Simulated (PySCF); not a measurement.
Nuclear quadrupole coupling in `ClC(Cl)C1=C[SiH2][C@H]1Cl`

Compound: C4H5Cl3Si.
Geometry (GFN2-xTB, Å), atoms numbered from 1 in this order:
```
atom  x, y, z in Å
Cl1    2.1550   -1.1927   -1.5994
C2     1.8032   -0.4202   -0.0145
Cl3    2.4357   -1.4452    1.2859
C4     0.3429   -0.2055    0.0968
C5    -0.5967   -0.8246    0.8231
Si6   -2.0181    0.2603    0.2054
C7    -0.3892    0.8441   -0.6916
Cl8    0.1962    2.4919   -0.3129
H9     2.3574    0.5220   -0.0006
H10   -0.4447   -1.6534    1.4931
H11   -2.5468    1.2455    1.1364
H12   -3.0091   -0.3541   -0.6694
H13   -0.2900    0.7325   -1.7700
```

Field gradients from the PBE0/pcSseg-1 density (PySCF, non-relativistic), principal values in atomic units, ordered |Vxx| ≤ |Vyy| ≤ |Vzz|:

```tsv
atom	Vxx	Vyy	Vzz
Cl1	-1.9772	-2.2033	4.1806
Cl3	-2.0337	-2.1400	4.1737
Cl8	-1.8351	-2.0296	3.8647
```

Question: Find the asymmetry η = (Vxx − Vyy)/Vzz and the couplings χ = eQV/h (234.96 MHz × Q in barn × V in au), with Q(35Cl) = −0.0817 b.

Answer: 
```json
{"atom": "Cl1", "environment": "alkyl chlorine", "nucleus": "35Cl", "η": "0.05", "χzz (MHz)": "-80.25", "χxx (MHz)": "37.96", "χyy (MHz)": "42.30"}
{"atom": "Cl3", "environment": "alkyl chlorine", "nucleus": "35Cl", "η": "0.03", "χzz (MHz)": "-80.12", "χxx (MHz)": "39.04", "χyy (MHz)": "41.08"}
{"atom": "Cl8", "environment": "alkyl chlorine", "nucleus": "35Cl", "η": "0.05", "χzz (MHz)": "-74.19", "χxx (MHz)": "35.23", "χyy (MHz)": "38.96"}
```

The gradient is axial or nearly so (η below 0.05) at Cl3. The tensor is traceless: Vxx + Vyy + Vzz = 0.

Question: What is Vzz at Cl1 in SI units (1 au = 9.71736 × 10²¹ V/m²)?

Answer: 4.1806 au = 40.624 × 10²¹ V/m².

Question: And the gradient at the other heavy atoms, for which no coupling is worked out here?

Answer: 
```json
{"atom": "C2", "environment": "CHCl2 carbon", "Vzz (au)": "-0.465", "η": "0.72"}
{"atom": "C4", "environment": "fully substituted alkene carbon", "Vzz (au)": "-0.277", "η": "1.00"}
{"atom": "C5", "environment": "alkene CH carbon", "Vzz (au)": "0.387", "η": "0.11"}
{"atom": "Si6", "environment": "SiH2 silicon", "Vzz (au)": "0.515", "η": "0.32"}
{"atom": "C7", "environment": "sp3 C–Cl carbon", "Vzz (au)": "0.472", "η": "0.37"}
```

Question: What couplings would deuterons (Q(2H) = 0.00286 b) have in place of the hydrogens, at this geometry?

Answer: 
```csv
atom,bonded to,bond length (Å),Vzz (au),η,χzz (kHz)
H9,C2,1.093,0.2826,0.03,190
H10,C5,1.077,0.3364,0.00,226
H11,Si6,1.455,0.1666,0.00,112
H12,Si6,1.458,0.1646,0.01,111
H13,C7,1.089,0.3072,0.07,206
```

One conformer (not necessarily the lowest) at the GFN2-xTB geometry, without solvent, vibrations or thermal averaging. GFN2-xTB bond lengths can be off by several hundredths of an ångström, more for odd bonds, and the gradients follow them. The small basis limits the accuracy of the gradients.
